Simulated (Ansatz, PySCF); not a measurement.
Spin states of HOOs (SMILES [OH][Os]), each relaxed with B3LYP-D3(BJ)/def2-TZVP.
State 1 (charge 0, multiplicity 4):
```xyz
3

Os    -0.9344    -0.6505    -0.8121
O      0.4451    -0.1311     0.3002
H      0.4562     0.8290     0.4415
```
State 2 (charge 0, multiplicity 6):
```
atom    x (Å)    y (Å)    z (Å)
----  -------  -------  -------
Os    -1.0185  -0.7661  -0.8915
O      0.4017  -0.0481   0.2790
H      0.5836   0.8616   0.5422
```

Singlets are restricted, other states unrestricted; no spin–orbit coupling, no relativity up to Kr; see below for the cores. The largest T1 diagnostic is 0.111.

The values were computed with Ansatz (a quantum-chemistry and plane-wave program) with Gaussian orbitals; PySCF for the dispersion terms. Each number belongs to the level named beside it. In def2 rows elements past Kr take small-core potentials, without spin–orbit coupling.

Task: What is the computed energy of the multiplicity-6 state less that of the multiplicity-4 state (PBE-D3(BJ)/def2-TZVPP)?

Result: 16.4 kcal/mol
